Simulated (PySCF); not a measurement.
A GIAO shielding run with PySCF (density fitting, non-relativistic, gas phase) on `CC[SiH2]O[C@H](C)CO`, C5H14O2Si:

```
$ OMP_NUM_THREADS=1 python probes_run.py task.json out

{"job": {"kind": "nmr", "xc": "PBE0", "basis": "pcSseg-1"}, "charge": 0, "multiplicity": 1}
C      2.711328     1.016318     0.165928
C      2.552107    -0.430931    -0.288658
Si     0.918360    -1.229436     0.245554
O     -0.194351    -0.211102    -0.345324
C     -1.594754    -0.256436    -0.221624
C     -2.207232    -1.005928    -1.396174
C     -2.075615     1.199434    -0.152583
O     -1.525486     1.866165     0.951346
H      1.926163     1.635597    -0.261541
H      3.671436     1.420922    -0.151945
H      2.656396     1.088999     1.250265
H      3.368736    -1.027310     0.117959
H      2.652052    -0.472672    -1.373856
H      0.801602    -1.315431     1.707677
H      0.771882    -2.581808    -0.306401
H     -1.858355    -0.759090     0.718328
H     -1.828381    -2.024284    -1.415600
H     -3.289285    -1.028071    -1.305270
H     -1.936246    -0.516752    -2.328296
H     -1.798403     1.705959    -1.088876
H     -3.159792     1.237378    -0.032704
H     -0.572572     1.707864     0.934913
```

Hardware: 1 thread of an Arm Neoverse N1, shared host. The job also computes population analyses, field gradients.

**Question.** How large is the calculation?

**Answer.** 74 electrons, 213 basis functions and 1126 auxiliary functions.

**Question.** How long does it take, and how much memory does it need?

**Answer.** 97 s of wall time, with 14 SCF cycles and 4 response iterations; peak memory 0.85 GiB. Times on a shared host scatter by some tens of per cent.
